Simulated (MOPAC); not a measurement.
MOPAC input (PM3):

```
PM3 FORCE THERMO(298,298) PRECISE LET GEO-OK AUX(PRECISION=9) THREADS=1
CsI

Cs    0.00000000 1    0.00000000 1   -1.63032479 1
I    -0.00000000 1   -0.00000000 1    1.69285898 1
```

From the output:

```
     I    2   0.150230   0.150228

          HEAT OF FORMATION =     -50.955297 KCALS/MOLE

          ZERO POINT ENERGY       0.090 KCAL/MOL

           NORMAL COORDINATE ANALYSIS (Total motion = 1 Angstrom)

   Root No.       1

                 1 Sig

                  62.7

           1   -0.4885
           2   -0.0000
           3    0.0000
           4    0.5115
           5    0.0000
           6   -0.0000

           MASS-WEIGHTED COORDINATE ANALYSIS (NORMAL COORDINATES)

   Root No.       1

                 1 Sig

                  62.7

           1   -0.6989
           2   -0.0000
           3    0.0000
           4    0.7152
           5    0.0000
           6   -0.0000

          DESCRIPTION OF VIBRATIONS

 VIBRATION          1    1Sig        ATOM PAIR     ENERGY CONTRIBUTION    RADIAL
 FREQUENCY            62.67         Cs1 -- I 2        +100.0% (100.0%)    100.0%
 TRANSITION DIPOLE   2.9241
 TRAVEL (Ang.)       0.1287
 REDUCED MASS       64.9178
 EFFECTIVE MASS    129.8183
 FORCE CONSTANT      0.1502

      SYMMETRY NUMBER FOR POINT-GROUP C*v =  1

          SYSTEM IS A GROUND STATE

 CsI

          MOLECULE IS LINEAR

          THERE ARE  1 GENUINE VIBRATIONS IN THIS SYSTEM
          THIS THERMODYNAMICS CALCULATION IS LIMITED TO
          MOLECULES WHICH HAVE NO INTERNAL ROTATIONS

                    CALCULATED THERMODYNAMIC PROPERTIES
                                          *
   TEMP. (K)   PARTITION FUNCTION   H.O.F.    ENTHALPY  HEAT CAPACITY ENTROPY
                                   KCAL/MOL   CAL/MOLE    CAL/K/MOL  CAL/K/MOL

 298.00  VIB.     0.3830D+01                   507.1045     1.9721     4.3703
         ROT.     0.8808D+04                   592.1869     1.9872    20.0379
         INT.     0.3374D+05                  1099.2914     3.9593    24.4082
         TRA.     0.4049D+28                  1480.4672     4.9680    42.5618
         TOT.                      -50.955    2579.7586     8.9273    66.9700

   *: NOTE: HEATS OF FORMATION ARE RELATIVE TO THE
            ELEMENTS IN THEIR STANDARD STATE AT 298K
              (=  Standard Enthalpy of Formation).

            Hvib:  Zero-point energy is not included.
                   frequencies of less than zero cm-1 are not included.
            Hrot = (3/2)RT
            Htra = (3/2)RT + pV = (5/2)RT

            Heat capacity is Cp, not Cv

          For more information, see: HTTP://OpenMOPAC.net/Manual/thermochemistry.html

           FORCE CONSTANT IN CARTESIAN COORDINATES (Millidynes/A)

    ATOM   CHEMICAL       X               Y               Z
   NUMBER   SYMBOL  FORCE CONSTANT  FORCE CONSTANT  FORCE CONSTANT

      1      Cs        0.150231        0.000047        0.000047
      2       I        0.150230        0.000048        0.000048

 **********************
 *                    *
 * JOB ENDED NORMALLY *
 *                    *
 **********************

 == MOPAC DONE ==
```
